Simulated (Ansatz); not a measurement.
One geometry of V3O3⁺, several levels of theory.

```yaml
crystal:
  periodic: [false, false, false]
  atoms:
    - {symbol: V, position_ang: [1.060347, 0.003121, 0.580644]}
    - {symbol: V, position_ang: [-0.632560, -1.386017, 0.231474]}
    - {symbol: V, position_ang: [-0.665056, 1.366328, 0.265064]}
    - {symbol: O, position_ang: [-1.626587, -0.015473, -0.263230]}
    - {symbol: O, position_ang: [0.912585, 1.580903, -0.387205]}
    - {symbol: O, position_ang: [0.951271, -1.548862, -0.426757]}
basis:
  gaussian: {orbitals: def2-SVP, initial_orbitals: start.molden}
total_charge: 1
hamiltonian: {xc: pbe0, dispersion: d4}
scf: {omitted_lower_state_checks: [starts]}
output: {orbitals: {seedname: orbitals}}
```

The file start.molden holds the orbitals of an earlier run on this structure, at another level or in another basis.

```sh
$ ansatz run in.yaml --threads 4 --pin off --events-out ev --progress --plain --max-ram 4787MiB
```

It prints (some lines left out):

```
Functional definition: PBE0
1434 factors; integrals over basis functions are off by at most 8.5e-4 eV
mean field evaluation 1: about -83159.4201 eV, gradient 1.3e1 eV
mean field evaluation 2: about -83159.7415 eV, gradient 2.6e-1 eV
mean field evaluation 4: about -83159.9245 eV, gradient 3.0e-3 eV
mean field -83159.92453460 eV, -3056.0708588250 hartree, gradient 2.7e-5 eV, S^2 0.000000; 0 other end points of the search recorded, 0 dependent functions left out
reference -83159.92461478 eV, -3056.0708617717 hartree; 46, 46 occupied and 89, 89 virtual orbitals, 1434 factors
Total energy: -83160.08439079 eV, -3056.0767334318 hartree
Checks for a lower state left out: starts
```

Run time 5.5 s (4 threads of Intel Xeon on a shared host).

As the first input, with `gaussian: {orbitals: def2-TZVP, initial_orbitals: start.molden}` (abridged; 16 s):

```
Functional definition: PBE0
mean field -83177.56816374 eV, -3056.7192502368 hartree, gradient 1.5e-5 eV, S^2 0.000000
Total energy: -83177.72798276 eV, -3056.7251234776 hartree
Checks for a lower state left out: starts
```

As the first input, with `gaussian: {orbitals: def2-TZVP, initial_orbitals: start.molden}`, `hamiltonian: {xc: {name: B3LYP}, dispersion: d4}` (abridged; 12 s):

```
Functional definition: B3LYP
mean field -83203.05104746 eV, -3057.6557289406 hartree, gradient 2.2e-5 eV, S^2 0.000000
Total energy: -83203.36466273 eV, -3057.6672540891 hartree
Checks for a lower state left out: starts
```

As the first input, with `gaussian: {orbitals: def2-TZVP, initial_orbitals: start.molden}`, `correlation: {method: mp2}` and without the key `hamiltonian` (abridged; 78 s):

```
Functional definition: HF
mean field evaluation 16: about -83074.6449 eV, gradient 2.8e-6 eV
mean field -83074.64486418 eV, -3052.9368887417 hartree, gradient 4.1e-6 eV, S^2 0.000000; unrestricted orbitals would lower it
mean field evaluation 32: about -83077.8965 eV, gradient 3.8e-1 eV
unrestricted determinant -83079.08888442 eV, -3053.1002034733 hartree, S^2 3.6859
18 core orbitals not correlated: weight in the atoms' cores, before any rotation towards them, 1.000 or more for the frozen orbitals, at most 0.000 for the correlated occupied ones
second order -54.02143115 eV of doubles, -0.00000000 eV of singles
Total energy: -83128.66629532 eV, -3054.9221397194 hartree
Checks for a lower state left out: starts
```

The first input with `gaussian: {orbitals: def2-TZVP, initial_orbitals: start.molden}`, `hamiltonian: {xc: pbe, dispersion: d4}`, `output: {forces: true, orbitals: {seedname: orbitals}}` (abridged; 6 s):

```
Functional definition: PBE
mean field -83180.67702788 eV, -3056.8334988867 hartree, gradient 2.7e-5 eV, S^2 0.000000
Total energy: -83180.86611307 eV, -3056.8404476393 hartree
Atom 0 force     0.314933     0.020237     0.102286 eV/Å
Atom 1 force    -0.208068    -0.244722     0.111766 eV/Å
Atom 2 force    -0.219357     0.223448     0.122515 eV/Å
Atom 3 force    -0.293714     0.001348    -0.135340 eV/Å
Atom 4 force     0.209813     0.089446    -0.098705 eV/Å
Atom 5 force     0.196393    -0.089758    -0.102521 eV/Å
Dipole moment:    -0.329786    -0.013607     0.885483 e Å
Checks for a lower state left out: starts
```

The first input with `gaussian: {orbitals: def2-TZVP, initial_orbitals: start.molden}`, `hamiltonian: {xc: {name: wB97M-V}}` (abridged; 61 s):

```
Functional definition: wB97M-V
mean field -83193.81466190 eV, -3057.3162980320 hartree, gradient 3.2e-5 eV, S^2 0.000000
Total energy: -83193.81473208 eV, -3057.3163006109 hartree
Checks for a lower state left out: starts
```

As the first input, with `gaussian: {orbitals: def2-TZVP, initial_orbitals: start.molden}`, `hamiltonian: {xc: r2scan, dispersion: d4}` (abridged; 7 s):

```
Functional definition: r2SCAN
mean field -83198.54380717 eV, -3057.4900909151 hartree, gradient 2.4e-5 eV, S^2 0.000000
Total energy: -83198.58256556 eV, -3057.4915152597 hartree
Checks for a lower state left out: starts
```

Geometry: PBE-D4/def2-SVP.

B3LYP takes the VWN-RPA correlation. Correlated methods freeze 18 core orbitals; core or outer-core shells of V are correlated, in sets that lack core-valence functions. The restricted singlet is unstable towards broken spin symmetry in Hartree–Fock (as tested in another run); at PBE0-D4/def2-SVP, PBE0-D4/def2-TZVP, B3LYP-D4/def2-TZVP, PBE-D4/def2-TZVP and others this wasn't settled. At MP2/def2-TZVP the restricted singlet (for correlated methods, its reference) is unstable: a solution with broken spin symmetry lies lower. Another isomer (singlet) lies 0.29 eV lower at PBE0-D4/def2-TZVP; other spin states weren't run for this one.
